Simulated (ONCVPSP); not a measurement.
**Before and after: ONCV potential for S (Z = 16)**

* Element: sulfur
* Generator: ONCVPSP 4.0.1
* Type: optimised norm-conserving Vanderbilt (ONCV)
* Functional: LDA (Perdew-Wang 92)
* Relativity: scalar-relativistic
* Frozen core: [Ne]
* Valence charge: 6
* Reference configuration: 3s2 3p4
* Partial waves: 3s: rc 1.50 bohr, ncon 5, nbas 8, qcut 5.6 1/bohr, 2 projectors, debl 3.7 Ha; 3p: rc 1.35 bohr, ncon 3, nbas 8, qcut 5.1 1/bohr, 2 projectors, debl 0.8 Ha; d scattering state at 0.29 Ha: rc 1.25 bohr, ncon 4, nbas 7, qcut 6.8 1/bohr, 1 projector
* Local potential: polynomial inside 1.10 bohr (lpopt 5, dvloc0 1 Ha)
* Core correction: Teter function, fcfact 3, rcfact 1.8

Change: core correction Teter function, fcfact 4.25, rcfact 1.65.

Cutoffs: the cutoffs (Ha) at which the residual kinetic energy of the hardest occupied pseudo-wave falls to 1 and 0.1 mHa per electron; they do not see the model core or the augmentation charge, which bear on the density cutoff. Errors are all-electron minus pseudo energies relative to the spin-unpolarised reference configuration.

Task: How do hardness, ghosts and transferability respond?

Result: The potential gets neither clearly harder nor softer (13 Ha and 18 Ha → 13 Ha and 18 Ha); of the 4 tests that both files solve, the error grows in 0 and shrinks in 3 by more than 15 % and 0.3 meV (median size 10.0 → 5.0 meV); neither file shows a bound ghost. A model core, the more so a compact one, raises the density cutoff, which this test does not measure.

| quantity | base | changed |
| --- | --- | --- |
| cutoff, loose | 13 Ha | 13 Ha |
| cutoff, tight | 18 Ha | 18 Ha |
| bound ghosts | none | none |
| GHOST(+) flags under 300 eV | s at 206.0 eV | s at 206.0 eV |
| error for 3s2 3p3, meV [ΔE 11.86 eV] | -3.0 | -1.6 |
| error for 3s2 3p2, meV [ΔE 34.23 eV] | -17 | -8.4 |
| error for 3s2 3p1, meV [ΔE 68.38 eV] | -55 | -27 |
| error for 3s2 3p3.5, meV [ΔE 4.71 eV] | -0.7 | -0.4 |
| s: phases at 1.52 bohr within 0.05 rad from the reference energy up to (Ha; the scan ends near 5) | to the end of the scan | to the end of the scan |
| p: phases at 1.37 bohr within 0.05 rad from the reference energy up to (Ha; the scan ends near 5) | to the end of the scan | to the end of the scan |
| d: phases at 1.27 bohr within 0.05 rad from the reference energy up to (Ha; the scan ends near 5) | to the end of the scan | to the end of the scan |
| rms error of d²Exc/dni dnj with the model core, mHa | 1.80 | 1.60 |
